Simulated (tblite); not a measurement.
Input of a run (GFN2-xTB geometry optimisation, gas phase (tblite 0.8.0)), started from a force field or distance geometry:
```
{"job": {"kind": "relax", "xc": "GFN2-xTB", "basis": "xTB"}, "charge": 0, "multiplicity": 1}
C     -1.921200     0.980900    -0.229700
C     -1.819500    -0.491300    -0.184500
C     -0.433100    -1.062200    -0.140200
C      0.429300    -0.664000     0.976400
C      1.355300    -0.144900     0.174800
C      2.675500     0.530300     0.390200
F      2.630900     1.805600    -0.126100
F      2.902900     0.614300     1.770000
F      3.686000    -0.170000    -0.234900
C      0.578000    -0.476500    -1.023500
O      0.813400    -0.284500    -2.251000
H     -2.663200     1.214300    -1.055000
H     -1.011800     1.551900    -0.359900
H     -2.382900     1.334400     0.738200
H     -2.390700    -0.839900     0.733100
H     -2.341100    -0.949200    -1.043200
H     -0.485400    -2.172500    -0.201400
H      0.368800    -0.770500     2.055100
```

Output (eV, eV/Å):
```
step      E/eV     max force
  0    -999.57395    6.640
  1    -999.78426   10.349
  2   -1000.20175    1.824
  3   -1000.25935    0.699
  4   -1000.29397    0.601
  5   -1000.31716    0.754
  6   -1000.34725    0.432
  7   -1000.36195    0.338
  8   -1000.36949    0.174
  9   -1000.37281    0.143
 10   -1000.37549    0.114
 11   -1000.37793    0.133
 12   -1000.38001    0.108
 13   -1000.38155    0.075
 14   -1000.38283    0.076
 15   -1000.38406    0.104
 16   -1000.38531    0.135
 17   -1000.38654    0.125
 18   -1000.38775    0.081
 19   -1000.38904    0.093
 20   -1000.39051    0.114
 21   -1000.39224    0.109
 22   -1000.39432    0.111
 23   -1000.39675    0.126
 24   -1000.39935    0.114
 25   -1000.40186    0.118
 26   -1000.40430    0.120
 27   -1000.40691    0.113
 28   -1000.41011    0.130
 29   -1000.41411    0.162
 30   -1000.41876    0.175
 31   -1000.42382    0.164
 32   -1000.42888    0.179
 33   -1000.43318    0.265
 34   -1000.43632    0.275
 35   -1000.44409    0.218
 36   -1000.45407    0.289
 37   -1000.46176    0.182
 38   -1000.47373    0.228
 39   -1000.48430    0.187
 40   -1000.48861    0.189
 41   -1000.49353    0.166
 42   -1000.49567    0.107
 43   -1000.49773    0.085
 44   -1000.49852    0.088
 45   -1000.50028    0.081
 46   -1000.50113    0.062
 47   -1000.50174    0.050
 48   -1000.50217    0.052
 49   -1000.50273    0.053
 50   -1000.50331    0.059
 51   -1000.50388    0.064
 52   -1000.50447    0.072
 53   -1000.50518    0.067
 54   -1000.50593    0.063
 55   -1000.50646    0.053
 56   -1000.50673    0.031
 57   -1000.50687    0.027
 58   -1000.50700    0.029
 59   -1000.50712    0.030
 60   -1000.50723    0.023
 61   -1000.50731    0.018
 62   -1000.50740    0.021
 63   -1000.50749    0.027
 64   -1000.50759    0.027
 65   -1000.50774    0.026
 66   -1000.50794    0.032
 67   -1000.50819    0.041
 68   -1000.50840    0.043
 69   -1000.50856    0.029
 70   -1000.50868    0.026
 71   -1000.50880    0.026
 72   -1000.50893    0.033
 73   -1000.50904    0.032
 74   -1000.50915    0.022
 75   -1000.50924    0.021
 76   -1000.50933    0.026
 77   -1000.50941    0.024
 78   -1000.50951    0.022
 79   -1000.50962    0.025
 80   -1000.50976    0.032
 81   -1000.50989    0.034
 82   -1000.51001    0.031
 83   -1000.51014    0.034
 84   -1000.51031    0.035
 85   -1000.51050    0.042
 86   -1000.51065    0.031
 87   -1000.51074    0.021
 88   -1000.51080    0.020
 89   -1000.51085    0.018
 90   -1000.51092    0.024
 91   -1000.51099    0.023
 92   -1000.51107    0.020
 93   -1000.51112    0.015
 94   -1000.51115    0.014
 95   -1000.51117    0.008
```

Problem. Summarise the run.

Solution. The energy falls by 0.937 eV over 95 L-BFGS steps, the largest force on an atom goes from 6.64 to 0.008 eV/Å, and the atoms move by 0.353 Å rms after alignment. The bond that changes most is C3–C10 (sp3 carbon next to a carbonyl to ketone carbonyl carbon), which lengthens by 0.086 Å. Bonds longer at the end by more than 0.005 Å: 7 of 18; shorter: 11. Among the angles that change most is C2–C1–H13, from 118.2° to 110.7°. Among the dihedrals that turn most is H14–C1–C2–H16, from 124° to 179°. The energy never rose by more than 1e-5 eV on the way. The first step brought 22 % of the lowering.

Problem. What are the final bond lengths?

Solution. C1–C2 1.524 Å, C2–C3 1.526 Å, C3–C4 1.515 Å, C4=C5 1.343 Å, C5–C6 1.492 Å, C6–F7 1.342 Å, C6–F8 1.345 Å, C6–F9 1.341 Å, C5–C10 1.493 Å, C10=O11 1.188 Å, C3–C10 1.551 Å, C1–H12 1.087 Å, C1–H13 1.088 Å, C1–H14 1.088 Å, C2–H15 1.092 Å, C2–H16 1.091 Å, C3–H17 1.092 Å, C4–H18 1.075 Å. Numbering counts from 1 in the input's order; the species is `FC(C1C(=O)[C@H](CC)C=1)(F)F`.

Its GFN2-xTB frequencies are all real (lowest 21 cm⁻¹). The numbers are those of one conformer. 2 starts were optimised and ended at 0.00 and 0.16 kcal/mol (GFN2-xTB); the lowest of these is shown.

All values are computed, not measured.
